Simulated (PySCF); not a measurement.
Working out the ionisation energy of Sn

Sn [Kr] 4d10 5s2 5p2 (3P) → Sn⁺ [Kr] 4d10 5s2 5p1 (2P). Computed with PySCF 2.14 in aug-cc-pVDZ-PP with ECP28MDF (5s4p3d, 32 functions), with a scalar-relativistic core potential. Frozen: 4s2 4p6 4d10. Energies in hartree (1 hartree = 27.21139 eV):

| part | Sn (lower) | Sn⁺ (upper) |
| --- | --- | --- |
| UHF | -213.335453 | -213.083444 |
| CCSD correlation | -0.049609 | -0.040071 |
| (T) | -0.000773 | -0.000390 |

**Question.** What does Hartree-Fock give?

**Answer.** (-213.083444) − (-213.335453) = 0.252009 hartree = 6.858 eV.

**Question.** What do CCSD and CCSD(T) give?

**Answer.** The CCSD correlation energies differ by 0.009538 hartree = 0.260 eV and the triples by 0.000383 hartree = 0.010 eV, so CCSD gives 7.118 eV and CCSD(T) 7.128 eV.

Measured between the centres of the two terms (NIST): 7.389 eV, so CCSD(T) (valence) is off by -0.261 eV.

A double-zeta basis recovers only part of the correlation energy.

What remains against the reference includes basis incompleteness, the frozen core and higher excitations.
